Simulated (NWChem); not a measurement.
System: SnHI, singlet; SMILES [SnH][I]

The following NWChem deck was run.

```
start job
memory heap 200 mb stack 900 mb global 1100 mb
geometry units angstroms noautoz
  Sn     0.000773     1.419761     0.000000
  H      1.783404     1.512593     0.000000
  I      0.020510    -1.323615     0.000000
end
basis spherical
  Sn library def2-svpd
  H library def2-svpd
  I library def2-svpd
end
ecp
  Sn library def2-ecp
  I library def2-ecp
end
dft
  xc r2scan
  iterations 150
  vectors input atomic output neutral.movecs
end
task dft energy
charge 1
dft
  odft
  mult 2
  vectors input atomic output cation.movecs
end
task dft energy
charge -1
dft
  odft
  mult 2
  vectors input atomic output anion.movecs
end
task dft energy
```

Low-valent species are run as closed-shell singlets; no triplet was tried in these runs. All runs use the structure optimised with PBE0/def2-SVP. def2 effective core potentials on Sn, I; no spin-orbit coupling.

Ions are spin-unrestricted doublets at the neutral geometry; other ion states weren't tried.

Q: What results follow from this input? (r2SCAN/def2-SVPD with def2 effective core potentials on Sn, I, vertical spin-unrestricted ions.) Quantities: vertical ionisation energy, ΔSCF (eV); −ε(HOMO) (eV).

A: The vertical ionisation energy, ΔSCF (eV) is 8.70 and the −ε(HOMO) (eV) comes out as 6.03.
